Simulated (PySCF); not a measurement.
# MB for M along group 15

CCSD(T) with triple-zeta basis sets in PySCF, for the lowest determinant that a PBE0 search found; no spin–orbit coupling. De refers to high-spin ground-configuration atoms.

| M | basis | reference, frozen orbitals | state (unpaired electrons) | Re (Å) | ωe (cm⁻¹) | De (eV) |
| --- | --- | --- | --- | --- | --- | --- |
| N | def2-TZVPP | UHF, 2 | triplet (σ ↑, π ↑) | 1.333 | 1528 | 4.21 |
| P | x2c-TZVPPall | ROHF, 6 | triplet (σ ↑, π ↑) | 1.754 | 940 | 3.11 |
| As | x2c-TZVPPall | ROHF, 10 | triplet (σ ↑, π ↑) | 1.861 | 790 | 2.71 |
| Sb | x2c-TZVPPall | ROHF, 19 | triplet (σ ↑, π ↑) | 2.068 | 669 | 2.16 |

The shortest bond is that of BN (1.333 Å), the longest that of BSb (2.068 Å). BN is bound most strongly (4.21 eV) and BSb least (2.16 eV).

The rows differ in basis set, which adds steps of its own.

Down a group the atoms grow and get heavier, so bonds lengthen and wavenumbers fall; this series shows no clear exception.

Correlated steps freeze the inner cores (2 to 19 orbitals); shallow outer-core shells are correlated. UHF and ROHF references stand side by side, which adds small steps between rows. These are scalar-relativistic numbers at best; spin–orbit coupling would shift them, the dissociation energy most. The CCSD T1 diagnostic is raised in BN, a sign that a single reference may not be enough there. States were picked by a PBE0 search and need not be the measured ground states.
